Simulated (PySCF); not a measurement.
Species: `CC(C)PC1CC1`. The columns A, B, C and D hold Mulliken, IAO, Hirshfeld and ESP-fitted charges (e) of one PBE0/pcSseg-1 density (PySCF), in a shuffled order. Coordinates in Å (GFN2-xTB); the density's dipole moment is (-0.08, -1.31, -0.05) D.

| atom | x | y | z | A | B | C | D |
| --- | --- | --- | --- | --- | --- | --- | --- |
| C1 | -2.379 | 0.519 | -1.289 | -0.418 | -0.209 | -0.507 | -0.122 |
| C2 | -1.253 | -0.129 | -0.490 | -0.252 | -0.576 | +0.371 | -0.059 |
| C3 | -1.648 | -0.295 | 0.974 | -0.417 | -0.225 | -0.412 | -0.124 |
| P4 | 0.290 | 0.935 | -0.610 | +0.326 | +0.330 | -0.344 | +0.118 |
| C5 | 1.524 | -0.315 | -0.066 | -0.321 | -0.500 | +0.133 | -0.088 |
| C6 | 2.059 | -0.230 | 1.336 | -0.289 | -0.205 | -0.262 | -0.092 |
| C7 | 2.934 | 0.139 | 0.185 | -0.286 | -0.180 | -0.442 | -0.092 |
| H8 | -2.608 | 1.505 | -0.890 | +0.139 | +0.115 | +0.146 | +0.036 |
| H9 | -2.098 | 0.631 | -2.336 | +0.139 | +0.117 | +0.131 | +0.038 |
| H10 | -3.280 | -0.090 | -1.238 | +0.140 | +0.117 | +0.119 | +0.041 |
| H11 | -1.025 | -1.114 | -0.919 | +0.127 | +0.142 | -0.018 | +0.032 |
| H12 | -0.852 | -0.779 | 1.538 | +0.141 | +0.130 | +0.079 | +0.036 |
| H13 | -2.549 | -0.902 | 1.060 | +0.138 | +0.116 | +0.107 | +0.039 |
| H14 | -1.846 | 0.677 | 1.423 | +0.138 | +0.113 | +0.122 | +0.035 |
| H15 | 0.474 | 0.693 | -1.982 | -0.039 | +0.036 | +0.087 | -0.023 |
| H16 | 1.391 | -1.309 | -0.485 | +0.141 | +0.147 | +0.059 | +0.042 |
| H17 | 2.256 | -1.151 | 1.865 | +0.149 | +0.132 | +0.131 | +0.048 |
| H18 | 1.697 | 0.567 | 1.969 | +0.148 | +0.134 | +0.139 | +0.043 |
| H19 | 3.740 | -0.526 | -0.090 | +0.150 | +0.132 | +0.162 | +0.048 |
| H20 | 3.165 | 1.184 | 0.042 | +0.149 | +0.134 | +0.199 | +0.043 |

Task: Which column most likely holds the ESP-fitted charges?

Result: C. Σ q r misses the density's dipole by 0.09 D (C), 1.57 D (D), 2.15 D (A), 2.85 D (B). Charges fitted to the outside potential are the only set here that is tied to the molecule's multipoles.

Task: And the Hirshfeld charges?

Result: D. The mean sizes are 0.060 e (D), 0.190 e (B), 0.198 e (C), 0.202 e (A), and Hirshfeld charges are commonly the smallest of these schemes.

As computed, A = IAO, B = Mulliken, C = ESP-fitted, D = Hirshfeld. Hydrogens on carbon: IAO +0.13 to +0.15, Mulliken +0.11 to +0.15, ESP-fitted -0.02 to +0.20, Hirshfeld +0.03 to +0.05 e.

The IAO scheme counts the electrons in orthogonalised intrinsic atomic orbitals, a minimal basis polarised so that it spans the occupied orbitals exactly. The Mulliken scheme gives each basis function's population to the atom it is centred on and halves the overlap population of two atoms between them.

One conformer (not necessarily the lowest) at the GFN2-xTB geometry, without solvent, vibrations or thermal averaging.

The values belong to the conformer `[CH3:1][CH:2]([CH3:3])[PH:4][CH:5]1[CH2:6][CH2:7]1`: C1–C2–P4–C5 -163°, C2–P4–C5–C6 -103°.
